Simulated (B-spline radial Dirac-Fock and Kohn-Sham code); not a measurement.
Photoemission from Os at 1080 eV, detector at θ = 90°, φ = 0°

System: atomic osmium, [Xe] 4f14 5d6 6s2. Model: Dirac-Hartree-Slater photoionisation with a Latter tail; cross sections with all multipoles, angular parameters from the dipole term and its interference with E2. Program: a radial B-spline solver. Thresholds are tabulated edges, those marked * orbital energies of the model. For linearly polarised light dσ/dΩ = σ/(4π) [1 + β P₂(cos θ) + (δ + γ cos²θ) sin θ cos φ], with θ from the polarisation vector and φ the angle between the beam and the projection of the electron momentum on the plane normal to the polarisation. The dipole factor is 1 + βP₂ and the non-dipole term is the rest of the bracket. Open shells are filled statistically over j.

Input file task.json (cfg lists n, l and occupation; rrms is the nuclear radius in fm):

```json
{"items": [{
  "Z": 76,
  "q": 0,
  "cfg": [[1, 0, 2], [2, 0, 2], [2, 1, 6], [3, 0, 2], [3, 1, 6], [3, 2, 10], [4, 0, 2], [4, 1, 6], [4, 2, 10], [4, 3, 14], [5, 0, 2], [5, 1, 6], [5, 2, 6], [6, 0, 2]],
  "A": 192,
  "rrms": 5.4126,
  "do": "xps",
  "hv": [51.4, 60, 60.1, 76.9, 80, 100, 150, 157.0, 184.0, 263.0, 300, 545.0, 1040.0, 1080.0, 1180.0, 1610.0, 1650.0, 2500.0, 3970.0, 4310.0, 4400.0, 7830.0, 8047.8, 9250.0, 9760.0, 9920.0, 12000, 12900.0, 13200.0, 15000],
  "edges": {"K": 73871.0, "L1": 12968.0, "L2": 12385.0, "L3": 10871.0, "M1": 3049.0, "M2": 2792.0, "M3": 2457.0, "M4": 2031.0, "M5": 1960.0, "N1": 658.2, "N2": 549.1, "N3": 470.7, "N4": 293.1, "N5": 278.5, "O1": 84.0}
}]}
```

Launch: `python xray2_run.py task.json out`

```
subshell  threshold (eV)  σ (kb)     β      γ      δ  dipole factor  non-dipole term  dσ/dΩ (kb/sr)
      4s           658.2    38.6  1.85   0.67  0.001          0.077           +0.001          0.241
   4p1/2           549.1    39.3  1.21   0.46  0.044          0.394           +0.044           1.37
   4p3/2           470.7     115  1.23   0.34  0.029          0.386           +0.029           3.81
   4d3/2           293.1     160  0.95   0.06  0.007          0.523           +0.007           6.75
   4d5/2           278.5     238  1.09   0.03  0.007          0.454           +0.007           8.74
   4f5/2          65.40*     195  0.99   0.13  0.065          0.503           +0.065           8.81
   4f7/2          62.40*     249  1.00   0.14  0.065          0.500           +0.065           11.2
      5s           84.00    9.28  1.89   0.45  0.000          0.057            0.000         0.0421
   5p1/2          65.43*    8.37  1.54   0.36  0.003          0.230           +0.003          0.155
   5p3/2          52.50*    20.7  1.48   0.24  0.002          0.259           +0.002          0.429
   5d3/2          10.21*    8.18  1.17   0.00  0.000          0.417            0.000          0.271
   5d5/2           9.00*    11.5  1.27  -0.01  0.001          0.367           +0.001          0.337
      6s           8.10*   0.915  1.89   0.42  0.000          0.055            0.000        0.00400
```

Values without a named source are computed, but for edge energies of neutral atoms, which are taken from tables.
